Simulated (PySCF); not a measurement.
# Correlation energy of S²⁺ (sulfur, charge +2)

[Ne] 3s2 3p2, high-spin 3P determinant. Computed with PySCF 2.14 in aug-cc-pVDZ-DK, with the spin-free X2C one-electron Hamiltonian (Gaussian nucleus). Frozen: [Ne]; 4 electrons correlated.

MP2 pair energies summed by pair of shells (mhartree):

```json
{"pair": "3s-3p", "energy": "-32.26", "share (%)": "60.8"}
{"pair": "3s-3s", "energy": "-15.24", "share (%)": "28.7"}
{"pair": "3p-3p", "energy": "-5.54", "share (%)": "10.4"}
```

Total MP2 correlation energy: -53.04 mhartree.

Same-spin part -8.40 and opposite-spin part -44.64 mhartree; SCS-MP2 scales them by 1/3 and 6/5 to -56.37 mhartree.

```tsv
level	correlation energy (mhartree)
CCSD	-74.45
(T)	-0.89
CCSD(T)	-75.34
```

Diagnostics: T1 = 0.0072, D1 = 0.0195, largest double amplitude 0.106.

Cost of the coupled-cluster step: 0.15 s of wall time on 1 thread of Neoverse-V1 (shared host), for 4 correlated electrons.
